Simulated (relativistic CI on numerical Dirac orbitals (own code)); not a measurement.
## I⁵¹⁺: computed level list

These numbers are calculated, not measured: Dirac-Coulomb-Breit CI, orbitals from a KLI potential per configuration, model QED, unscaled Slater integrals (own radial code, finite nucleus).

CI space: 1s2, 1s 2s, 1s 2p, 1s 3s, 1s 3p, 1s 3d, 1s 4s, 1s 4p, 1s 4d, 1s 4f, 1s 5s, 1s 5p, 1s 5d, 1s 5f, 1s 5g, 1s 6s, 1s 6p, 1s 6d, 2s2. Levels of other configurations are missing.

```csv
No.,Configuration,Term,J,E (eV),%,Next component (%),Landé g,Lifetime (s)
1,1s2,1S,0,0.0,100,,,
2,1s 2s,3S,1,28968.9,100,,1.938,3.23e-12
3,1s 2p,3P°,1,29044.5,71,29 1P°,1.290,3.57e-16
4,1s 2p,3P°,0,29049.6,100,,,6.16e-10
5,1s 2s,1S,0,29051.8,100,,,
6,1s 2p,3P°,2,29402.3,100,,1.461,4.06e-13
7,1s 2p,1P°,1,29436.9,71,29 3P°,1.149,1.57e-16
8,1s 3s,3S,1,34440.6,100,,1.945,1.54e-14
9,1s 3p,3P°,1,34461.3,70,30 1P°,1.296,1.09e-15
10,1s 3p,3P°,0,34462.6,100,,,5.51e-15
11,1s 3s,1S,0,34462.8,100,,,1.58e-14
12,1s 3p,3P°,2,34567.6,100,,1.469,6.40e-15
13,1s 3d,3D,2,34575.9,60,40 1D,1.068,1.97e-15
14,1s 3d,3D,1,34577.3,100,,0.514,2.00e-15
15,1s 3p,1P°,1,34577.5,70,30 3P°,1.163,5.20e-16
16,1s 3d,3D,3,34609.5,100,,1.310,2.11e-15
17,1s 3d,1D,2,34610.8,60,40 3D,1.074,2.07e-15
18,1s 4s,3S,1,36331.7,100,,1.947,2.28e-14
19,1s 4p,3P°,1,36340.2,70,30 1P°,1.298,2.50e-15
20,1s 4p,3P°,0,36340.7,100,,,9.48e-15
21,1s 4s,1S,0,36340.8,100,,,2.27e-14
22,1s 4p,3P°,2,36384.9,100,,1.472,1.07e-14
23,1s 4d,3D,2,36388.3,61,39 1D,1.072,4.53e-15
24,1s 4d,3D,1,36388.9,100,,0.519,4.62e-15
25,1s 4p,1P°,1,36389.0,70,30 3P°,1.168,1.22e-15
26,1s 4d,3D,3,36402.5,100,,1.313,4.90e-15
27,1s 4f,3F°,3,36402.7,57,43 1F°,1.026,9.63e-15
28,1s 4f,3F°,2,36403.0,100,,0.678,9.64e-15
29,1s 4d,1D,2,36403.1,61,39 3D,1.078,4.76e-15
30,1s 4f,3F°,4,36409.8,100,,1.234,9.80e-15
31,1s 4f,1F°,3,36410.0,57,43 3F°,1.044,9.81e-15
32,1s 5s,3S,1,37198.7,100,,1.948,3.62e-14
33,1s 5p,3P°,1,37203.0,70,30 1P°,1.299,4.79e-15
34,1s 5p,3P°,0,37203.2,100,,,1.62e-14
35,1s 5s,1S,0,37203.3,100,,,3.47e-14
36,1s 5p,3P°,2,37225.8,100,,1.473,1.82e-14
37,1s 5d,3D,2,37227.5,61,39 1D,1.073,8.65e-15
38,1s 5d,3D,1,37227.8,100,,0.521,8.85e-15
39,1s 5p,1P°,1,37227.9,70,30 3P°,1.171,2.37e-15
40,1s 5d,3D,3,37234.8,100,,1.314,9.43e-15
41,1s 5f,3F°,3,37234.9,57,43 1F°,1.028,1.85e-14
42,1s 5f,3F°,2,37235.1,100,,0.680,1.85e-14
43,1s 5d,1D,2,37235.1,61,39 3D,1.080,9.09e-15
44,1s 5f,3F°,4,37238.5,100,,1.235,1.89e-14
45,1s 5g,3G,4,37238.5,55,45 1G,1.012,3.17e-14
46,1s 5g,3G,3,37238.6,100,,0.759,3.17e-14
47,1s 5f,1F°,3,37238.6,57,43 3F°,1.046,1.89e-14
48,1s 5g,3G,5,37240.7,100,,1.187,3.19e-14
49,1s 5g,1G,4,37240.7,55,45 3G,1.030,3.19e-14
50,1s 6s,3S,1,37666.4,100,,1.949,5.58e-14
51,1s 6p,3P°,1,37668.8,70,30 1P°,1.299,8.15e-15
52,1s 6p,3P°,0,37669.0,100,,,2.60e-14
53,1s 6s,1S,0,37669.0,100,,,5.16e-14
54,1s 6p,3P°,2,37682.0,100,,1.474,2.92e-14
55,1s 6d,3D,2,37683.0,61,39 1D,1.074,1.47e-14
56,1s 6d,3D,1,37683.2,100,,0.522,1.51e-14
57,1s 6p,1P°,1,37683.2,70,30 3P°,1.172,4.05e-15
58,1s 6d,3D,3,37687.2,100,,1.315,1.61e-14
59,1s 6d,1D,2,37687.4,61,39 3D,1.080,1.55e-14
```

Energies count from the lowest computed level; ° marks odd parity; lifetimes are radiative, by E1, M1, E2, M2 decay to levels of this space only; some are left blank where a channel outside the calculation adds to the decay or the decay crosses a small, uncertain gap.

The mean weight of the leading LS term, summed over parents, in these 59 levels is 85 %, and that of the leading jj configuration (from the same eigenvectors) 100 %, so jj coupling describes them better and the LS labels are nominal.

At this charge energies of transitions that change n are usually good to better than 1 %, and those within a shell (Δn = 0) to a few per cent.

LS names give the leading component of a level, which can be under half, so a name can repeat, a term be missing and a line seem to break the LS rules.
